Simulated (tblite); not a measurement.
C₆H₇NO₂.
Numbering: `[O:1]=[CH:2][NH:3][C:4]1=[CH:5][C@H:6]([CH:7]=[O:8])[CH2:9]1` (hydrogens: H10 on C2; H11 on N3; H12 on C5; H13 on C6; H14 on C7; H15, H16 on C9)

Computed with GFN2-xTB (tblite), gas phase: nudged elastic band of 9 images (0 to 8), spring 0.2 eV/Å², climbing image at the end, force threshold 0.05 eV/Å. No saddle search or frequency run followed, so the top image need not be a first-order saddle, and its height can exceed the method's true barrier by a kcal/mol or more.

Path: rotation about C4–N3 (vinylic carbon bearing nitrogen, amide nitrogen), followed by the dihedral C9–C4–N3–C2, from 0° to 180°. Start geometry (image 0):
```
atom  x, y, z in Å
O1     -2.618   -0.961    1.109
C2     -2.794   -0.222    0.180
N3     -1.818    0.439   -0.503
C4     -0.474    0.355   -0.201
C5      0.634    0.906   -0.703
C6      1.545    0.200    0.284
C7      2.454   -0.784   -0.382
O8      3.651   -0.769   -0.332
C9      0.240   -0.413    0.873
H10    -3.795    0.007   -0.231
H11    -2.074    1.039   -1.275
H12     0.856    1.577   -1.509
H13     2.108    0.849    0.956
H14     1.909   -1.545   -0.976
H15     0.015   -0.097    1.888
H16     0.155   -1.495    0.810
```

The first guess turns that dihedral rigidly in even steps and adds one set of random displacements (0.04 Å standard deviation a coordinate) to every inner image. Energies of the images above image 0 (eV) in the early part of the optimisation:

```csv
iteration,1,2,3,4,5,6,7,8
0,0.907,1.030,1.178,1.263,1.249,1.182,1.125,0.037
10,0.091,0.188,0.295,0.346,0.309,0.217,0.127,0.037
20,0.049,0.147,0.258,0.310,0.271,0.180,0.091,0.037
30,0.043,0.141,0.253,0.304,0.264,0.172,0.084,0.037
```

Q: Where does the band end, and how far was the first guess from it?

A: Final energies, images 1 to 8: 0.034, 0.130, 0.245, 0.297, 0.251, 0.157, 0.074, 0.037 eV. The highest point drops from 1.26 eV (image 4) to 0.297 eV (image 4), by 0.97 eV. Image 4 moved by 0.06 Å rms, its dihedral from 84° to 89°. The end images are fixed. The true force on the top image ends at 0.033 eV/Å, and the largest on any image at 0.11 eV/Å; away from the top, the method drives only the force across the path to zero. The last saved iteration is 40.

What follows is the cost of the whole band run. On x86-64 server, one thread, no GPU, shared host, this took 4.1 s of wall time.
